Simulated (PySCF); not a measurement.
A GIAO shielding run with PySCF 2.14.0 with density-fitted response routines (density fitting, non-relativistic, gas phase) on SMILES C[Si@@]1(P)C[C@H](OC=O)[SiH2]O1, C4H11O3PSi2:

```
$ OMP_NUM_THREADS=1 python probes_run.py task.json out

{"job": {"kind": "nmr", "xc": "PBE0", "basis": "pcSseg-1"}, "charge": 0, "multiplicity": 1}
C     -2.146990     0.607609    -1.581074
Si    -1.345584    -0.143579    -0.020851
P     -2.665810    -1.367115     1.318492
C      0.273218    -1.089339    -0.434638
C      1.348768    -0.026201    -0.326465
O      2.662124    -0.620110    -0.207754
C      3.471782    -0.010042     0.589708
O      3.224834     0.978226     1.241879
Si     0.919609     1.163987     1.126002
O     -0.723197     1.058404     0.883516
H     -2.572810    -0.166750    -2.211133
H     -2.947200     1.287830    -1.306174
H     -1.426370     1.166433    -2.170359
H     -3.186542    -2.124736     0.283488
H     -3.714616    -0.467963     1.267252
H      0.286778    -1.578604    -1.407161
H      0.453844    -1.856641     0.319433
H      1.375788     0.544852    -1.262329
H      4.456316    -0.500548     0.615326
H      1.183766     2.556855     0.822326
H      1.063373     0.604376     2.460046
```

Hardware: 1 thread of an Arm Neoverse V1, shared host. The job also computes population analyses, field gradients, ring-centre shieldings.

(1) How large is the calculation?

(2) How long does it take, and how much memory does it need?

Answers

(1) 102 electrons, 246 basis functions and 1348 auxiliary functions.

(2) 72 s of wall time, with 15 SCF cycles and 5 response iterations; peak memory 1.2 GiB. Times on a shared host scatter by some tens of per cent.
